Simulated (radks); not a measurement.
Polarisability of the nitrogen ion N3+, [He] 2s2, at imaginary frequency. Method: scalar-relativistic Kohn-Sham, PBE, spin-polarised, spherical densities, finite nucleus; Fermi nuclear charge, rms radius 2.5582 fm; computed with a radial shooting solver on a logarithmic mesh with Libxc functionals. Response by self-consistent Sternheimer equations with the Hartree and adiabatic LDA kernel, the relativistic mass of each level held fixed and spin-orbit coupling left out.

w (hartree),alpha1(iw) (bohr^3),alpha2(iw) (bohr^5)
0.00266,2.058,1.465
0.0143,2.057,1.465
0.0360,2.050,1.465
0.0697,2.030,1.463
0.118,1.979,1.460
0.186,1.874,1.451
0.280,1.686,1.434
0.413,1.400,1.400
0.605,1.046,1.333
0.892,0.6960,1.205
1.35,0.4162,0.9846
2.12,0.2237,0.6667
3.59,0.1032,0.3334
6.94,0.03697,0.1085
17.5,0.008476,0.01854

Static values: alpha1 = 2.058 bohr^3 (0.3050 angstrom^3; uncoupled 3.816), alpha2 = 1.465 bohr^5, alpha3 = 3.065 bohr^7. C6 = 2.021, C8 = 11.16, triple-dipole C9 = 3.009 atomic units. One-pole (London) frequency 4 C6 / (3 alpha1^2) = 0.636 hartree, against 2.504 for minus the highest occupied eigenvalue.
